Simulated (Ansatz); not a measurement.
Species: CdTe, net charge 0, singlet state. SMILES: [Cd]=[Te]
Geometry from a B3LYP-D3(BJ)/def2-TZVP (Ansatz, a quantum-chemistry and plane-wave program) optimisation:
```xyz
2

Cd     0.0000     0.0000    -1.3440
Te     0.0000     0.0000     1.2406
```

CCSD(T) with Ansatz in growing basis sets, 18 correlated electrons. Valence correlation only, unless marked. UHF or UKS for open shells. No spin-orbit coupling. Frozen are the shells of the preceding noble gas and the d and f shells that filled before the atom's block. Past Kr the def2 sets carry scalar-relativistic core potentials. Costs are ratios of core time to the smallest set, on shared machines of one kind, and rough; they hold the program's checks for lower states.

| basis | functions | cost over smallest | E(corr) (Eh) | electronic atomisation energy (kcal/mol) |
|---|---|---|---|---|
| def2-SVPD | 69 | 1× | -0.3911 | 7.8 |
| def2-TZVPPD | 115 | 3× | -0.5691 | 10.1 |
| def2-QZVPPD | 179 | 6× | ? | ? |

Question: What does the step to def2-QZVPPD buy, and how does its cost grow by formal scaling?

Answer: Formally CCSD grows as o²v⁴ and (T) as o³v⁴; with o = 9 and v going from 93 to 157 both grow 8-fold in the last step, while integrals and the mean field grow more slowly. That step adds 52.4 mEh of correlation energy and 3.5 kcal/mol to the atomisation energy. Row: E(corr) (Eh) -0.6216, electronic atomisation energy (kcal/mol) 13.6.
